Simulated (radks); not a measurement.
Question: Species: the antimony ion Sb4+. Configuration: [Kr] 4d10 5s1 (the NIST ground configuration). All-electron calculation, scalar-relativistic Kohn-Sham, BLYP, spin-polarised, spherical densities, point nucleus; open shells are filled with parallel spins first (spin-orbit coupling, left out, can overturn this in heavy ions). Program: a radial shooting solver on a logarithmic mesh with Libxc functionals. Some entries of the table are withheld. Estimate them.

| orbital | occ. | eigenvalue (hartree) | r(max) (bohr) | <r^2> (bohr^2) |
|---|---|---|---|---|
| 1s up | 1 | -1115.495 | 0.01835 | 0.001094 |
| 1s down | 1 | -1115.493 | 0.01835 | 0.001094 |
| 2s up | 1 | -171.0901 | 0.1037 | 0.01773 |
| 2s down | 1 | -171.0890 | 0.1037 | 0.01773 |
| 2p up | 3 | -153.7709 | 0.08303 | 0.01401 |
| 2p down | 3 | -153.7697 | 0.08303 | 0.01401 |
| 3s up | 1 | -34.80437 | 0.2999 | 0.1249 |
| 3s down | 1 | -34.80246 | 0.2999 | 0.1249 |
| 3p up | 3 | -29.15978 | 0.2934 | 0.1254 |
| 3p down | 3 | -29.15782 | 0.2934 | 0.1254 |
| 3d up | 5 | -20.54283 | 0.2442 | 0.1106 |
| 3d down | 5 | -20.54106 | 0.2442 | 0.1106 |
| 4s up | 1 | -7.03527 | 0.7221 | 0.7055 |
| 4s down | 1 | -7.03098 | 0.7222 | 0.7047 |
| 4p up | 3 | -5.30447 | (1) | (2) |
| 4p down | 3 | -5.29919 | (3) | (4) |
| 4d up | 5 | -2.78533 | 0.8445 | 1.208 |
| 4d down | 5 | -2.77483 | 0.8438 | 1.196 |
| 5s up | 1 | -1.85532 | 1.776 | 4.243 |
| 5s down | 0 | -1.81897 | 1.774 | 4.281 |

Answer: 
(1) 4p up r(max) (bohr): 0.7616
(2) 4p up <r^2> (bohr^2): 0.8254
(3) 4p down r(max) (bohr): 0.7616
(4) 4p down <r^2> (bohr^2): 0.8233
